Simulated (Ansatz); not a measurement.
Reaction (formal exchange of groups at a Te–C bond): `C=CC(=C)[TeH]` + `[AlH2][CH2]CI` → `[AlH2][CH2]C[TeH]` + `C=CC(=C)I`

Isolated molecules relaxed with PBE0-D4/def2-TZVP in Ansatz; ΔE leaves out vibrations. CCSD(T)/CBS adds triple-zeta CCSD(T) − MP2 to the extrapolated MP2 energy (def2 sets, frozen cores). DFT in def2-TZVPP. B3LYP here is the variant with VWN-RPA as its local correlation; programs differ in this. Elements past krypton have def2 core potentials. For I, Te outer-core shells are correlated without core-valence functions, which leaves a few kJ/mol of doubt a bond. Each species was taken in one conformer, which may not be the lowest.

```json
{"level": "B3LYP-D4", "ΔE (kJ/mol)": "9.2"}
{"level": "B2PLYP", "ΔE (kJ/mol)": "8.9"}
{"level": "r2SCAN", "ΔE (kJ/mol)": "9.0"}
{"level": "MP2/def2-TZVPP", "ΔE (kJ/mol)": "7.4"}
```

(1) What does CCSD(T)/CBS give? (Estimate.)

Largest T1 diagnostic among the species: 0.012.

Answers

(1) The calculation gave: +8.6 kJ/mol. The listed levels differ from it by 0.6, 0.3, 0.4, -1.2 kJ/mol.

In def2-TZVPP, CCSD(T) changes the Hartree–Fock value by −3.5 kJ/mol (the triples alone add +0.2 kJ/mol) and MP2 by −4.4 kJ/mol.
